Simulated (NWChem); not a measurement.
Molecule: BHBrCl; SMILES ClBBr

```xyz
4

B     -0.7471    -0.5889     0.0000
H     -1.9451    -0.6505     0.0028
Cl     0.1934    -2.0488    -0.0002
Br     0.0874     1.1135    -0.0002
```
Atoms are numbered in this order, from 1.

Level: PBE0/def2-SVP (NWChem), optimised geometry, unscaled harmonic frequencies. This build's default masses of Se (78.918 u) and Br (79.917 u) are each other's, which moves their modes by up to 0.6 %.

```
frequency (cm⁻¹)  IR intensity (km/mol)
----------------  ---------------------
238                                 0.3
660                                34.4
754                                10.4
885                               159.5
1074                              238.2
2703                               82.8
```

* **zero-point energy**: 9.0 kcal/mol
* **thermal correction to the enthalpy at 298.15 K (with zero-point energy)**: 11.9 kcal/mol
* **heat capacity Cv**: 10.2 cal/(mol K)
* **entropy at 298.15 K and 1 atm (symmetry number 1)**: 68.1 cal/(mol K)
* **dipole moment**: 0.34 D

Rigid rotor and harmonic oscillator.
